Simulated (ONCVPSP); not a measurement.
**Configuration tests for chromium (Cr) (ONCV)**

ONCVPSP 4.0.1 input, shortened (lines: element, Z, core and valence counts, functional; n l f; lmax; l rc ep ncon nbas qcut; lloc lpopt rc5 dvloc0; l nproj debl; icmod fcfact rcfact), revPBE, fully relativistic:

```
  Cr 24.00    3    3  -102130      upf
    1    0    2.00
    2    0    2.00
    2    1    6.00
    3    0    2.00
    3    1    6.00
    3    2    4.50
    2
    0    1.35    0.00    4    9    9.10
    1    1.45    0.00    4    8   12.70
    2    1.40    0.00    4    9   14.20
    4    5    1.00    1.00
    0    1    2.00
    1    2    0.50
    2    2    2.80
    1    0.60    0.00
```

Open shells are filled in proportion to 2j + 1.

In the p channel the program set the typed energies aside and used -2.153, 0.250 Ha (j = l + 1/2; the other j can differ).

Energies are relative to the spin-unpolarised reference configuration 3s2 3p6 3d4.5; without spin polarisation the order of configurations can differ from experiment.

(1) Give the all-electron excitation energy and the error of the potential for: 3s2 3p6 3d5 4s1; 3s2 3p6 3d5; 3s2 3p6 3d4; 3s2 3p6 3d4 4s1 4p1.

Levels in the configuration 3s2 3p6 3d4 4s1 4p1:

```json
{"level": "3s j=1/2", "all-electron (eV)": "-79.528", "pseudo (eV)": "-79.373"}
{"level": "3p j=3/2", "all-electron (eV)": "-50.449", "pseudo (eV)": "-50.309"}
{"level": "3p j=1/2", "all-electron (eV)": "-51.480", "pseudo (eV)": "-51.338"}
{"level": "3d j=5/2", "all-electron (eV)": "-7.353", "pseudo (eV)": "-7.221"}
{"level": "3d j=3/2", "all-electron (eV)": "-7.443", "pseudo (eV)": "-7.310"}
{"level": "4s j=1/2", "all-electron (eV)": "-5.757", "pseudo (eV)": "-5.929"}
{"level": "4p j=3/2", "all-electron (eV)": "-2.063", "pseudo (eV)": "-2.029"}
{"level": "4p j=1/2", "all-electron (eV)": "-2.103", "pseudo (eV)": "-2.068"}
```

Results:

(1)

```tsv
valence configuration	charge	ΔE all-electron (eV)	error AE − PS (meV)
3s2 3p6 3d5 4s1	0	-13.131	+154
3s2 3p6 3d5	+1	-6.343	+0.3
3s2 3p6 3d4	+2	9.595	+1.3
3s2 3p6 3d4 4s1 4p1	0	-9.643	+227
```
